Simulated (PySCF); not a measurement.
**Bond length, frequency and bond energy of InO⁻ by level of theory**

State: ¹Σ⁺ (singlet), closed shell. Set-up: basis In def2-TZVPPD with ECP28, O def2-TZVPPD; scalar-relativistic core potentials; PySCF 2.14. De refers to In + O⁻ in their high-spin ground configurations, without counterpoise correction. A positive dipole points towards O; it is taken about the centre of mass and depends on that origin.

```csv
Level,Re (Å),ωe (cm⁻¹),De (eV),μ (D),"CPU s a point (SCF and correlation, without the integrals)"
RHF-MP2,1.941,651,5.03,n/a,1.3
RHF-SCS-MP2,1.940,656,4.71,n/a,n/a
RHF-CCSD,1.913,709,n/a,n/a,n/a
RHF-CCSD(T),1.933,664,n/a,n/a,33
PBE,1.945,640,4.55,-4.02,1.9
revPBE,1.953,629,4.27,-4.03,1.3
r²SCAN,1.921,682,4.42,-3.96,2.9
B3LYP,1.930,672,4.10,-4.47,3.6
PBE0,1.913,697,4.16,-4.26,4.8
r²SCAN0,1.902,720,n/a,-4.27,3.7
M06,1.925,680,4.34,-4.51,4.1
ωB97X,1.907,716,4.33,-4.60,4
B2PLYP,1.945,639,4.52,-5.01,3.2
```

The bond length runs from 1.902 Å (r²SCAN0) to 1.953 Å (revPBE). De spans 4.10 eV (B3LYP, global hybrid GGA) to 5.03 eV (RHF-MP2, perturbation theory).

Correlated steps freeze 5 core orbitals. Spin–orbit coupling is left out, which matters for elements this heavy, above all for dissociation energies. For an ion De counts to the pair picked by the measured ionisation energies or electron affinities, which need not be the lowest pair at this level. Where the molecule has an RHF reference, its open-shell atoms are computed with UHF. The highest Kohn–Sham level is positive in this anion. Much of that is self-interaction error, but it also means that the finite basis helps to hold the extra electron. B2PLYP dipoles, levels and charges come from its SCF part alone. The CCSD T1 diagnostic is raised, a sign that a single reference may not be enough here.

The whole job (state search and all levels along the bond) took about 6.3 min on 2 threads of Arm Neoverse V1 (shared host), peak memory 2.4 GiB.
